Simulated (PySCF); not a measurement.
**`N1[C@@H](C#C)[C@H]1CCC`, C₇H₁₁N**

Molfile (atoms numbered from 1):
```
C7H11N
     RDKit          3D

 19 19  0  0  0  0  0  0  0  0999 V2000
    2.8568   -1.6098   -1.2848 C   0  0  0  0  0  0  0  0  0  0  0  0
    2.5331   -0.5703   -0.7833 C   0  0  0  0  0  0  0  0  0  0  0  0
    2.1359    0.6347   -0.1241 C   0  0  2  0  0  0  0  0  0  0  0  0
    1.5815    0.5929    1.2228 N   0  0  0  0  0  0  0  0  0  0  0  0
    0.6940    0.9169    0.1317 C   0  0  2  0  0  0  0  0  0  0  0  0
   -0.3851   -0.0423   -0.3102 C   0  0  0  0  0  0  0  0  0  0  0  0
   -1.6153    0.0510    0.5937 C   0  0  0  0  0  0  0  0  0  0  0  0
   -2.7040   -0.9257    0.1682 C   0  0  0  0  0  0  0  0  0  0  0  0
    3.1555   -2.5014   -1.7495 H   0  0  0  0  0  0  0  0  0  0  0  0
    2.7995    1.4771   -0.2978 H   0  0  0  0  0  0  0  0  0  0  0  0
    1.4591   -0.3538    1.5727 H   0  0  0  0  0  0  0  0  0  0  0  0
    0.3963    1.9618    0.1217 H   0  0  0  0  0  0  0  0  0  0  0  0
    0.0064   -1.0633   -0.2961 H   0  0  0  0  0  0  0  0  0  0  0  0
   -0.6685    0.1885   -1.3407 H   0  0  0  0  0  0  0  0  0  0  0  0
   -2.0054    1.0707    0.5616 H   0  0  0  0  0  0  0  0  0  0  0  0
   -1.3192   -0.1567    1.6244 H   0  0  0  0  0  0  0  0  0  0  0  0
   -3.5699   -0.8396    0.8204 H   0  0  0  0  0  0  0  0  0  0  0  0
   -2.3394   -1.9499    0.2142 H   0  0  0  0  0  0  0  0  0  0  0  0
   -3.0209   -0.7220   -0.8525 H   0  0  0  0  0  0  0  0  0  0  0  0
  1  2  3  0
  2  3  1  0
  3  4  1  0
  4  5  1  0
  5  6  1  0
  6  7  1  0
  7  8  1  0
  5  3  1  0
  1  9  1  0
  3 10  1  1
  4 11  1  0
  5 12  1  1
  6 13  1  0
  6 14  1  0
  7 15  1  0
  7 16  1  0
  8 17  1  0
  8 18  1  0
  8 19  1  0
M  END
```

Method used: PySCF 2.14.0, TDDFT B3LYP/def2-SVPD circular dichroism and optical rotation, one conformer, gas phase. Geometry: GFN2-xTB.

The molecule is flexible and this is one conformer; a measurement averages over conformers. States above about 6.7 eV (minus the energy of the highest occupied orbital) lie near or above the ionisation threshold and depend on the basis.

Question: Draw the ECD and absorption spectra from the lowest 12 states, each a Gaussian of half-width 0.35 eV at 1/e height.

Answer: 
```tsv
E (eV)	λ (nm)	Δε (L mol⁻¹ cm⁻¹)	ε (L mol⁻¹ cm⁻¹)
5.42	229	+0.98	86.3
5.52	225	+1.95	209
5.62	221	+3.13	453
5.72	217	+3.86	890
5.82	213	+3.02	1580
5.92	209	-0.49	2510
6.02	206	-6.84	3570
6.12	203	-14.75	4480
6.22	199	-21.71	4950
6.32	196	-25.14	4850
6.42	193	-23.69	4280
6.52	190	-17.86	3540
6.62	187	-9.61	2920
6.72	184	-1.45	2590
6.82	182	+4.47	2500
6.92	179	+7.03	2530
7.02	177	+6.29	2590
7.12	174	+3.40	2650
7.22	172	+0.04	2720
7.32	169	-2.34	2800
7.42	167	-3.08	2800
```
Δε uses R in velocity form, ε uses f in length form. Only the states computed contribute, so the short-wavelength end is incomplete.
